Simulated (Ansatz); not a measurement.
A run for Ansatz (a quantum-chemistry and plane-wave program): R-r2SCAN/def2-TZVPP on C4H7Br (SMILES C=CCCBr), atoms moved off the minimum.

Ansatz 0.2 input:
```yaml
crystal:
  periodic: [false, false, false]
  atoms:
    - {symbol: C, position_ang: [-3.27292374, -0.61142817, -0.08380912]}
    - {symbol: C, position_ang: [-2.55792389, -0.28630264, -1.13923887]}
    - {symbol: C, position_ang: [-0.98866503, -0.08839716, -0.96446953]}
    - {symbol: C, position_ang: [-0.41467965, -0.00332964, 0.41721138]}
    - {symbol: Br, position_ang: [1.66343311, 0.34463855, 0.37405101]}
    - {symbol: H, position_ang: [-4.22783685, -0.55620704, -0.19689790]}
    - {symbol: H, position_ang: [-3.02177665, -0.38454655, 1.00291008]}
    - {symbol: H, position_ang: [-2.81539700, -0.26413001, -2.07791284]}
    - {symbol: H, position_ang: [-0.29418378, -0.95189425, -1.64801683]}
    - {symbol: H, position_ang: [-0.83329596, 0.83492418, -1.56609579]}
    - {symbol: H, position_ang: [-0.60137847, -1.05351646, 0.93855795]}
    - {symbol: H, position_ang: [-0.89326984, 0.73366563, 0.95264937]}
basis:
  gaussian:
    orbitals: def2-TZVPP
hamiltonian:
  xc: {name: r2SCAN}
scf: {lower_state_search: off}
output: {forces: true}
```

The head of its log:

```
WARN ansatz: RAYON_NUM_THREADS=8 ignored (pool sized by the plan → 8); use --threads N
Functional definition: r2SCAN
these checks for a lower state are left out or cut short: stability, starts, cluster_reference, orbital_swaps, neighbouring_geometries, increment
integrals: 0.22 GiB planned
1509 factors; their error is unknown
0.36 GiB of the device are held for the grids
1.49 GiB of device memory are held for the factors and their scratch space
mean field: 1.41 GiB planned
mean field evaluation 1: about -74290.8048 eV, gradient 7.4e1 eV
mean field evaluation 2: about -74270.0298 eV, gradient 1.1e2 eV
```

Task: Give the final energy of this run.

Result: -2730.6389 hartree.
